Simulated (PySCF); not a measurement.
# `C[As](C)[C@@H]1C[C@H]1O`, C$_{5}$H$_{11}$AsO

Molfile (atoms numbered from 1):
```
C5H11AsO
     RDKit          3D

 18 18  0  0  0  0  0  0  0  0999 V2000
    1.2419    2.0637   -0.5059 C   0  0  0  0  0  0  0  0  0  0  0  0
    0.5801    0.6957    0.7546 As  0  0  0  0  0  3  0  0  0  0  0  0
    2.0564   -0.5910    0.4799 C   0  0  0  0  0  0  0  0  0  0  0  0
   -0.6659   -0.1521   -0.4991 C   0  0  2  0  0  0  0  0  0  0  0  0
   -2.1245    0.2237   -0.4841 C   0  0  0  0  0  0  0  0  0  0  0  0
   -1.6994   -1.1166    0.0112 C   0  0  1  0  0  0  0  0  0  0  0  0
   -2.0541   -2.2274   -0.7522 O   0  0  0  0  0  0  0  0  0  0  0  0
    0.4697    2.8101   -0.6856 H   0  0  0  0  0  0  0  0  0  0  0  0
    1.5193    1.6092   -1.4561 H   0  0  0  0  0  0  0  0  0  0  0  0
    2.1127    2.5695   -0.0904 H   0  0  0  0  0  0  0  0  0  0  0  0
    2.2367   -0.7497   -0.5827 H   0  0  0  0  0  0  0  0  0  0  0  0
    1.8153   -1.5470    0.9431 H   0  0  0  0  0  0  0  0  0  0  0  0
    2.9711   -0.2163    0.9377 H   0  0  0  0  0  0  0  0  0  0  0  0
   -0.2616   -0.3882   -1.4810 H   0  0  0  0  0  0  0  0  0  0  0  0
   -2.4664    0.9465    0.2446 H   0  0  0  0  0  0  0  0  0  0  0  0
   -2.6532    0.2513   -1.4251 H   0  0  0  0  0  0  0  0  0  0  0  0
   -1.7383   -1.2924    1.0886 H   0  0  0  0  0  0  0  0  0  0  0  0
   -1.3486   -2.8828   -0.7090 H   0  0  0  0  0  0  0  0  0  0  0  0
  1  2  1  0
  2  3  1  0
  2  4  1  0
  4  5  1  0
  5  6  1  0
  6  7  1  0
  6  4  1  0
  1  8  1  0
  1  9  1  0
  1 10  1  0
  3 11  1  0
  3 12  1  0
  3 13  1  0
  4 14  1  6
  5 15  1  0
  5 16  1  0
  6 17  1  1
  7 18  1  0
M  END
```

Computed, not measured: GIAO BHandHLYP/pcSseg-1 magnetisability, rotational g tensor and spin-rotation constants, non-relativistic, gas phase (PySCF). Geometry: GFN2-xTB.

The calculation is non-relativistic, which matters for the atoms heavier than Zn.

(1) What are the magnetisability and the molar susceptibility?

(2) Split it along the inertial axes a, b, c into diamagnetic and paramagnetic parts about the centre of mass, with the quadrupole moment.

(3) And the rotational g tensor?

Results:

(1) Isotropic -1658 × 10⁻³⁰ J/T², or -99.8 × 10⁻⁶ cm³/mol; principal values -1801, -1597, -1576 × 10⁻³⁰ J/T², anisotropy 216 × 10⁻³⁰ J/T² (root of half the summed squared differences of the principal values). The susceptibility is in cgs units.

(2) 
```csv
axis,χ (10⁻⁶ cm³/mol),diamagnetic (10⁻⁶ cm³/mol),paramagnetic (10⁻⁶ cm³/mol),summed x² of all electrons (Å²),quadrupole Θ (D Å)
a,-103.2,-507.4,404.1,245.9,-8.53
b,-95.9,-1210.2,1114.3,80.3,+8.03
c,-100.3,-1383.9,1283.6,39.3,+0.49
```
Anisotropies 2χaa − χbb − χcc = -10.2 and 2χbb − χaa − χcc = +11.8 × 10⁻⁶ cm³/mol. Θ is traceless in Buckingham's convention.

(3) 
| axis | rotational constant (GHz) | g | nuclear part | electronic part |
| --- | --- | --- | --- | --- |
| a | 3.3218 | +0.0088 | 0.6394 | -0.6307 |
| b | 1.0686 | -0.0058 | 0.5536 | -0.5594 |
| c | 0.9365 | -0.0011 | 0.5636 | -0.5647 |

Asymmetric top; isotopes 75As, 12C, 1H, 16O; no vibrational averaging.
